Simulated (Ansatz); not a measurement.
`F[SiH2][NH][GeH3]`, charge 0, multiplicity 1.

(1) Give a relaxed structure at PBE0-D4/def2-TZVP (the Gaussian-basis code of Ansatz). (An estimate is asked.)

Results:

(1) The calculation gave: 
Z-matrix (Å, degrees):
```
Si
N 1 1.698
F 1 1.604 2 113.4
H 1 1.480 2 108.7 3 -117.4
H 1 1.481 2 109.6 3 117.9
Ge 2 1.846 1 127.3 3 83.3
H 2 1.010 1 117.1 3 -84.6
H 6 1.538 2 108.9 1 132.6
H 6 1.533 2 106.0 1 12.9
H 6 1.539 2 110.6 1 -107.2
```
This is one stationary point; other conformers may exist.
